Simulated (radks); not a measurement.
Results of a calculation; reference values are marked as such.
Q: Yb37+, 33 electrons, occupied as [Ar] 3d10 4s2 4p3. Code: a radial shooting solver on a logarithmic mesh with Libxc functionals. Model: Dirac Kohn-Sham, AM05, spin-unpolarised, spherical densities, point nucleus; open shells fill j = l - 1/2 first. Some entries of the table are withheld. Estimate them.

| orbital | occ. | eigenvalue (hartree) | <r> (bohr) |
|---|---|---|---|
| 1s1/2 | 2 | (1) | (2) |
| 2s1/2 | 2 | -439.3507 | 0.08269 |
| 2p1/2 | 2 | (3) | (4) |
| 2p3/2 | 4 | (5) | (6) |
| 3s1/2 | 2 | -142.2498 | 0.2135 |
| 3p1/2 | 2 | -134.7195 | 0.2030 |
| 3p3/2 | 4 | -126.2691 | 0.2162 |
| 3d3/2 | 4 | -113.6836 | (7) |
| 3d5/2 | 6 | -111.8131 | (8) |
| 4s1/2 | 2 | (9) | 0.4322 |
| 4p1/2 | 2 | -63.13495 | 0.4294 |
| 4p3/2 | 1 | -60.45125 | 0.4486 |

A: 
(1) 1s1/2 eigenvalue (hartree): -2305.543
(2) 1s1/2 <r> (bohr): 0.01967
(3) 2p1/2 eigenvalue (hartree): -421.9999
(4) 2p1/2 <r> (bohr): 0.06866
(5) 2p3/2 eigenvalue (hartree): -383.4835
(6) 2p3/2 <r> (bohr): 0.07613
(7) 3d3/2 <r> (bohr): 0.1892
(8) 3d5/2 <r> (bohr): 0.1933
(9) 4s1/2 eigenvalue (hartree): -66.31660
